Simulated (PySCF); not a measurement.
r2SCAN on Cr⁻ (chromium, charge -1), [Ar] 3d5 4s2, high-spin 6S determinant. All numbers are calculated (PySCF 2.14, scalar relativity by spin-free X2C-1e, in x2c-TZVPPall with one added diffuse shell each of s, p, d, f type (7s6p5d3f1g, 80 functions)).

```
cycle= 1 E= -1050.74970446819  delta_E= -0.00793  |g|= 0.174  |ddm|= 0.838
cycle= 2 E= -1050.70834153993  delta_E= 0.0414  |g|= 0.398  |ddm|= 0.545
cycle= 3 E= -1050.7598377008  delta_E= -0.0515  |g|= 0.00563  |ddm|= 0.287
cycle= 4 E= -1050.75984423549  delta_E= -6.53e-06  |g|= 0.0113  |ddm|= 0.0279
cycle= 5 E= -1050.75989837074  delta_E= -5.41e-05  |g|= 0.000331  |ddm|= 0.0211
cycle= 6 E= -1050.75989877035  delta_E= -4e-07  |g|= 5.23e-05  |ddm|= 0.00322
cycle= 7 E= -1050.75989877998  delta_E= -9.63e-09  |g|= 1.65e-05  |ddm|= 0.000591
cycle= 8 E= -1050.75989878014  delta_E= -1.65e-10  |g|= 4.48e-06  |ddm|= 3.46e-05
converged SCF energy = -1050.75989878014  <S^2> = 8.9733518  2S+1 = 6.0739944
```

Highest occupied orbital energy: 1.086 eV; ⟨L²⟩ = 0.00; populations by l: s 8.00, p 12.00, d 5.00, f 0.00.

(1) Can this result be used?

Results:

(1) With care. The run converged. ⟨S²⟩ = 8.97 against 8.75 shows spin contamination. At r2SCAN the highest occupied level has a positive energy, so only the finite basis holds that electron; in a semilocal or global hybrid functional this comes from self-interaction and does not mean that the real anion is unbound.
